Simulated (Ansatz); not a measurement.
Ansatz results at the PBE0-D4/def2-TZVP geometry: size of the dipole moment (ωB97M-V/def2-TZVPP) 5.39 D; HOMO energy (B3LYP/def2-TZVPP) -7.34 eV; size of the dipole moment (PBE/def2-TZVPP) 5.09 D.

(1) Which molecule gave them?
A. `[F][Ga-]1([Cl])[O]C=CC=[O+]1`
B. `FC(F)(F)C1=CC(C(F)(F)F)=[O+][Zn-]([Cl])[O]1`
C. `FC(F)(F)C1=CC(C(F)(F)F)=[O+][Al-]([F])([Cl])[O]1`
D. `CC1=CC(C)=[O+][B-](C)(F)O1`

Results:

(1) D. The others give `FC(F)(F)C1=CC(C(F)(F)F)=[O+][Zn-]([Cl])[O]1`: 2.73, -8.39, 2.53; `[F][Ga-]1([Cl])[O]C=CC=[O+]1`: 5.87, -8.05, 5.54; `FC(F)(F)C1=CC(C(F)(F)F)=[O+][Al-]([F])([Cl])[O]1`: 3.67, -8.77, 3.49.

B3LYP here is the variant with VWN-RPA as its local correlation; programs differ in this.
